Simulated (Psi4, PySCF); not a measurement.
The Psi4 input:
```
memory 2 GB

molecule mol {
0 2
C    -0.000000   -0.000000   -0.468661
C     0.000000    0.000000    0.723271
H    -0.000000   -0.000000   -1.527659
}

set {
  basis 6-31g**
  reference uhf
  freeze_core true
  mp2_type conv
  scf_type pk
  puream true
  d_convergence 1e-8
}

energy('ccsd(t)')
print_variables()
```

### Question
Write the same job for PySCF.

### Answer
This is not unique; one that fits is 
```python
from pyscf import gto, scf, cc

mol = gto.Mole()
mol.atom = '''
    C    -0.000000   -0.000000   -0.468661
    C     0.000000    0.000000    0.723271
    H    -0.000000   -0.000000   -1.527659
'''
mol.basis = '6-31g**'
mol.charge = 0
mol.spin = 1
mol.verbose = 4
mol.build()

mf = scf.UHF(mol)
mf.kernel()

mycc = cc.CCSD(mf, frozen=2)
mycc.kernel()
et = mycc.ccsd_t()
print('E(CCSD(T)) = %.10f' % (mycc.e_tot + et))
```

Both were run: Psi4 gave -76.393467 Eh and PySCF -76.393467 Eh, 0.000 mEh apart.
